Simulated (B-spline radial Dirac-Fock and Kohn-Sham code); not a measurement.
**Auger decay of the N3 hole in Lu⁺**

System: the Lu⁺ ion, configuration 1s2 2s2 2p6 3s2 3p6 3d10 4s2 4p6 4d10 4f14 5s2 5p6 6s2, inside a Watson sphere of charge -1 and radius 1.6 Å (a model of the Madelung potential; inside it an electron's potential energy is raised by 9.0 eV).

Method: independent-particle radiative and Coulomb Auger rates from relativistic LDA hole-state orbitals, with Dirac-Fock energies. Computed with a B-spline atomic structure program. Kinetic energies are configuration averages from the vacuum level; the two-hole energies are estimated from single-hole states.

```
transition  kinetic energy (eV)  width (meV)  share (%)
   N3-N5O1                77.35          659        6.6
   N3-N4O3                105.6          334        3.4
   N3-N5O2                107.8          631        6.4
   N3-N5O3                115.5          880        8.9
   N3-N4N7                119.7          532        5.4
   N3-N5N6                128.2         2450       24.7
   N3-N5N7                131.3         2620       26.4
   N3-N6O3                307.4          286        2.9
   N3-N7O3                309.0          346        3.5
   N3-N6N7                322.5          247        2.5
```

Coster-Kronig rates are the weakest part of this model and often come out 1.5 to 2.5 times too large. Super-Coster-Kronig decay this fast strains the one-particle picture, and such widths tend to come out too large. The listed channels hold 90 % of the non-radiative rate. Summed by principal shells, of 9.93 eV in all: NNN 61.9 %, NNO 36.2 %, NNP 1.1 %, NOO 0.8 %.
